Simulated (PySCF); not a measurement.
Work out the structure from these simulated measurements.

Formula: C10H10O.

- NMR, other nuclei: isotropic shieldings of nuclei other than C and H, by class: 228 (1 O) ppm [GIAO PBE0/pcSseg-1]
- Dipole: 1.34 D [PBE0/pcSseg-1]
- 1H NMR: chemical shifts (computed TMS as zero) by class: 7.68 (2 H), 6.94 (2 H), 3.90 (3 H), 2.25 (3 H) ppm [GIAO PBE0/pcSseg-1]
- 13C NMR: chemical shifts (computed TMS as zero) by class: 166.0 (1 C), 139.9 (2 C), 120.6 (1 C), 117.8 (2 C), 93.4 (1 C), 87.2 (1 C), 55.6 (1 C), 5.8 (1 C) ppm [GIAO PBE0/pcSseg-1]
- Rotational structure: rotational constants A, B, C: 4.720, 0.453, 0.416 GHz [GFN2-xTB]

Gas-phase values; electronic properties from PySCF, density fitting. Levels stand in brackets. The structure is a single GFN2-xTB conformer in the gas phase; no vibrational or solvent corrections. Each NMR value is the plain mean over a class of atoms that symmetry, rotation or inversion makes alike.

Q: What is the compound? Reason from the data.

A: Numbering: `[CH3:1][C:2]#[C:3][c:4]1[cH:5][cH:6][c:7]([O:8][CH3:9])[cH:10][cH:11]1`. Its formula, C10H10O, gives 6 degrees of unsaturation: 1 ring and 5 π bonds in the structure found (Kekulé form). 10 carbons fall into 8 classes; from least to most shielded: aromatic carbon bearing oxygen [C7] (166.0 ppm), aromatic CH carbon [C5/C11] (139.9 ppm, 2 C), substituted aromatic carbon [C4] (120.6 ppm), aromatic CH carbon [C6/C10] (117.8 ppm, 2 C, up to 11.4 ppm apart in this geometry), alkyne carbon [C2] (93.4 ppm), alkyne carbon [C3] (87.2 ppm), methoxy carbon [C9] (55.6 ppm), propargylic carbon [C1] (5.8 ppm). Hydrogen classes from least to most shielded: 2 H on 2 aromatic CH carbons, C5/C11 (7.68 ppm), 2 H on 2 aromatic CH carbons, C6/C10 (6.94 ppm), 3 H on a methoxy carbon, C9 (3.90 ppm, a mean of values up to 0.5 ppm apart in this geometry), 3 H on a propargylic carbon, C1 (2.25 ppm). The other shieldings belong to: 228 ppm, aryl ether oxygen [O8]. By its constants the optimised geometry is an asymmetric top. Structure: `CC#Cc1ccc(OC)cc1`. Computed isomers that give other values at the same levels: `CC(=O)/C=C/c1ccccc1` (13C chemical shifts (computed TMS as zero) by class: 198.8 (1 C), 150.7 (1 C), 139.7 (1 C), 136.9 (1 C), 135.3 (2 C), 134.6 (2 C), 126.7 (1 C), 34.2 (1 C) ppm); `O=C(c1ccccc1)C1CC1` (13C chemical shifts (computed TMS as zero) by class: 209.7 (1 C), 146.9 (1 C), 137.4 (1 C), 134.0 (2 C), 133.6 (2 C), 22.1 (1 C), 15.0 (2 C) ppm); `C#Cc1ccc(OC)c(C)c1` (13C chemical shifts (computed TMS as zero) by class: 165.0 (1 C), 141.0 (1 C), 138.4 (1 C), 133.1 (1 C), 118.3 (1 C), 111.8 (1 C), 89.4 (1 C), 84.8 (1 C), 56.0 (1 C), 20.1 (1 C) ppm). The assignments are read from this structure; whether some other isomer fits the data as well wasn't checked.

The values belong to the conformer `[CH3:1][C:2]#[C:3][c:4]1[cH:5][cH:6][c:7]([O:8][CH3:9])[cH:10][cH:11]1`: C6–C7–O8–C9 0°.
